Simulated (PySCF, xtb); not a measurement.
propoxy(silyl)silane (C3H12OSi2), SMILES [SiH3][SiH2]OCCC.

GFN2-xTB run with xtb at its own geometry gives an orbital gap of 4.55 eV and a dipole moment of 1.64 D.

The structure is a stationary point at PBE-D3(BJ)/def2-SVP. Other conformers were not sampled.

### Question
What does r2SCAN/def2-TZVP (PySCF) give? (The exact figures need the calculation; the answer reports its results.)

### Answer
gap 6.04 eV (levels -6.86 and -0.82 eV), dipole 1.03 D.
